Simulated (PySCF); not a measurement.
# Carbon: a sound run and one with changed settings

Sound run: C⁺ [He] 2s2 2p1, C²⁺ [He] 2s2. All numbers are calculated (PySCF 2.14, no relativity, point nucleus, in def2-SVP (3s2p1d, 14 functions)). In the sound run the correlated levels freeze 1s2. The sound run starts from symmetry-adapted Hartree-Fock orbitals and uses a fine grid where one is needed.

Changed run: a valence shell is frozen. This setting is unsound on purpose.

Ionisation energy of C⁺:

| method | sound run (eV) | changed run (eV) |
| --- | --- | --- |
| UHF | 24.309 | 24.309 |
| MP2 | 24.355 | 24.309 |
| SCS-MP2 | 24.309 | 24.309 |
| CCSD | 24.133 | 24.309 |
| CCSD(T) | 24.153 | 24.309 |
| CCSDT | n/a | 24.309 |
| FCI | n/a | 24.309 |

Freezing a valence shell removes pair correlation that changes on ionisation.

For comparison, NIST gives 24.383 eV between the lowest levels.
